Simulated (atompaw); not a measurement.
## chlorine (Cl) PAW (atompaw): all-electron and pseudo phase curves

| Quantity | Value |
| --- | --- |
| Element | chlorine |
| Generator | atompaw 4.2.0.5 |
| Type | PAW |
| Functional | PBE |
| Relativity | scalar-relativistic |
| Frozen core | [Ne] |
| Valence charge | 7 |
| Reference configuration | 3s2 3p5 |
| Partial waves | 3s (bound): rc 1.45 bohr; 3s channel at -2.65 Ry: rc 1.45 bohr; 3p (bound): rc 1.20 bohr; 3p channel at -1.7 Ry: rc 1.20 bohr |
| Local potential | bessel scheme, radius 1.15 bohr |
| Core correction | smooth core density matched at 0.95 bohr |
| Augmentation charge | sinc compensation charge, radius 1.05 bohr; PAW radius 1.45 bohr; waves and projectors: custom rrkj vanderbiltortho |

The phase is arctan(r·u′/u) with u = r·R(r), unwrapped; energies in Ry, scanned from -4 to 5 Ry. A pole is an energy at which the radial function vanishes at the test radius. The pseudo phase is shifted by a multiple of π to meet the all-electron one at the reference energy, and phase errors are pseudo minus all-electron; the curves can meet again beyond the range given. Levels narrower than the energy grid can be missing from the lists of poles.

```csv
channel,radius (bohr),reference energy (Ry),"poles, all-electron","poles, pseudo",unbroken range about the reference energy with phases within 0.05 rad,phase error 1 Ry above the reference energy (rad)
s,1.45,-1.52,3.92,3.86,the whole range,-0.000
p,1.45,-0.63,none,4.94,the whole range,-0.000
```

Phases in the s channel:

```
E (Ry)  all-electron  pseudo
 -4.00         0.928   0.928
 -3.76         0.875   0.875
 -3.52         0.812   0.812
 -3.28         0.735   0.735
 -3.04         0.641   0.641
 -2.80         0.527   0.527
 -2.56         0.387   0.387
 -2.32         0.219   0.219
 -2.08         0.028   0.028
 -1.84        -0.178  -0.178
 -1.60        -0.382  -0.382
 -1.36        -0.568  -0.568
 -1.12        -0.729  -0.729
 -0.88        -0.863  -0.863
 -0.64        -0.973  -0.973
 -0.40        -1.063  -1.063
 -0.16        -1.137  -1.137
  0.08        -1.198  -1.198
  0.32        -1.249  -1.249
  0.56        -1.292  -1.293
  0.80        -1.330  -1.330
  1.04        -1.362  -1.362
  1.28        -1.391  -1.391
  1.52        -1.416  -1.416
  1.76        -1.438  -1.439
  2.00        -1.458  -1.459
  2.24        -1.476  -1.477
  2.48        -1.493  -1.494
  2.72        -1.508  -1.510
  2.96        -1.523  -1.524
  3.20        -1.536  -1.538
  3.44        -1.548  -1.550
  3.68        -1.560  -1.562
  3.92        -1.571  -1.573
  4.16        -1.581  -1.585
  4.40        -1.591  -1.595
  4.64        -1.601  -1.605
  4.88        -1.611  -1.615
```
